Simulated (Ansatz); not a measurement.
triplet O: levels of theory in one basis

A single O atom.

Basis set: def2-TZVP (spherical functions). Correlated methods keep 1 orbital frozen. Correlation on ROHF uses semicanonical orbitals with singles. Charge 0, multiplicity 3.

Computed with Ansatz (development build ahead of 0.2.0); each method stands on the lowest determinant of its kind that the runs found.

| method | E − E(ROHF) (eV) | <S²> of the determinant |
| --- | --- | --- |
| ROHF | 0.00 | 2.00 |
| UHF | -0.17 | 2.01 |
| ROHF-MP2 | -4.03 | – |
| UHF-MP2 | -4.03 | 2.01 |

Problem. Is a single determinant a sound starting point here?

Solution. By this sign, yes. Unrestricted orbitals gain 0.17 eV and <S²> is 2.01 against 2.00 for a pure state.
